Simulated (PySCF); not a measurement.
Compound: C₆H₈F₄.
Atom-mapped SMILES: `[CH3:1][C:2]([CH3:3])([F:4])[CH2:5][C:6]([F:7])=[C:8]([F:9])[F:10]` (hydrogens: H11, H12, H13 on C1; H14, H15, H16 on C3; H17, H18 on C5)

Cartesian coordinates in Å at the PBE0-D3(BJ)/def2-SVP level; atoms count from 1:
```
atom  x, y, z in Å
C1    -1.280    1.194    0.049
C2    -0.664   -0.168    0.304
C3    -1.696   -1.279    0.293
F4    -0.110   -0.136    1.582
C5     0.490   -0.493   -0.656
C6     1.600    0.488   -0.620
F7     1.427    1.619   -1.318
C8     2.723    0.355    0.085
F9     3.001   -0.710    0.797
F10    3.680    1.244    0.130
H11   -1.733    1.240   -0.952
H12   -2.060    1.394    0.798
H13   -0.519    1.984    0.119
H14   -1.225   -2.241    0.543
H15   -2.479   -1.073    1.037
H16   -2.169   -1.367   -0.696
H17    0.106   -0.551   -1.688
H18    0.881   -1.487   -0.394
```

Theory: PBE0-D3(BJ)/def2-SVP geometry optimisation, gas phase in PySCF.

Masses are those of the commonest isotopes; rigid-rotor values at the optimised geometry. The values belong to one conformer with, in the numbering `[CH3:1][C:2]([CH3:3])([F:4])[CH2:5][C:6]([F:7])=[C:8]([F:9])[F:10]`, C1–C2–C5–C6 58°, C2–C5–C6–F7 -81°.

Question: Give the principal moments of inertia and the rotational constants in GHz.

Answer: Ia = 232.63, Ib = 595.29, Ic = 702.90 u·Å²; 505379 MHz·u·Å²/I gives 2172, 849.0 and 719.0 MHz, that is A = 2.1724, B = 0.8490, C = 0.7190 GHz.

Question: Classify the top.

Answer: An asymmetric top: κ = (2 × 849.0 − 2172 − 719.0)/(2172 − 719.0) = -0.82.

Question: Is it planar, by Δ = Ic − Ia − Ib?

Answer: Not planar: Δ = Ic − Ia − Ib = -125.03 u·Å². For a rigid frame Δ = −2 Σ m c², so Σ m c² = 62.51 u·Å² lies off the ab plane: 12.48 from hydrogen and 50.03 from heavier atoms. The atom farthest from that plane is 1.80 Å away.

Question: Predict some low-J microwave lines.

Answer: The dipole components are |μa| = 2.04 D, |μb| = 0.42 D, |μc| = 1.64 D. Intensities carry the squares of the components, which stand as 1.00 : 0.04 : 0.64 (a : b : c). Some lines, for components of 0.1 D or more:

| type | branch | J(Ka,Kc) | MHz | lower level (cm⁻¹) |
| --- | --- | --- | --- | --- |
| a | Q | 2(1,1) ← 2(1,2) | 390 | 0.197 |
| c | Q | 2(1,2) ← 2(0,2) | 1203 | 0.157 |
| c | Q | 1(1,1) ← 1(0,1) | 1323 | 0.052 |
| b | Q | 1(1,0) ← 1(0,1) | 1453 | 0.052 |
| a | R | 1(0,1) ← 0(0,0) | 1568 | 0.000 |
| b | Q | 2(1,1) ← 2(0,2) | 1593 | 0.157 |
| b | R | 2(0,2) ← 1(1,1) | 1803 | 0.096 |
| b | R | 1(1,1) ← 0(0,0) | 2891 | 0.000 |
| a | R | 2(1,2) ← 1(1,1) | 3006 | 0.096 |
| c | R | 1(1,0) ← 0(0,0) | 3021 | 0.000 |
| a | R | 2(0,2) ← 1(0,1) | 3127 | 0.052 |
| a | R | 2(1,1) ← 1(1,0) | 3266 | 0.101 |
| c | Q | 2(2,1) ← 2(1,1) | 3970 | 0.210 |
| b | Q | 2(2,0) ← 2(1,1) | 3979 | 0.210 |
| b | R | 2(1,2) ← 1(0,1) | 4329 | 0.052 |
| b | Q | 2(2,1) ← 2(1,2) | 4360 | 0.197 |
| c | R | 2(1,1) ← 1(0,1) | 4719 | 0.052 |
| b | R | 2(2,1) ← 1(1,0) | 7236 | 0.101 |
| c | R | 2(2,0) ← 1(1,0) | 7245 | 0.101 |
| c | R | 2(2,1) ← 1(1,1) | 7366 | 0.096 |
| b | R | 2(2,0) ← 1(1,1) | 7375 | 0.096 |

Question: Estimate the classical rotational partition function at 10 K, 50 K and 298.15 K.

Answer: Point group C1, symmetry number σ = 1; q = (√π/σ)·√((kT/h)³/(ABC)), k/h = 20836.6 MHz/K: 4630 at 10 K, 51800 at 50 K, 754000 at 298.15 K.

Not checked by PBE0-D3(BJ)/def2-SVP frequencies. Zero-point vibration and centrifugal distortion are left out. A rigid rotor knows nothing of internal rotation, which can split or shift real lines.

Time: 4.4 min of wall time; peak memory 0.75 GiB. Hardware: one thread, Arm Neoverse V1 (aarch64), no GPU, shared host with 32 logical CPUs at a one-minute load of 20. This is the geometry optimisation.
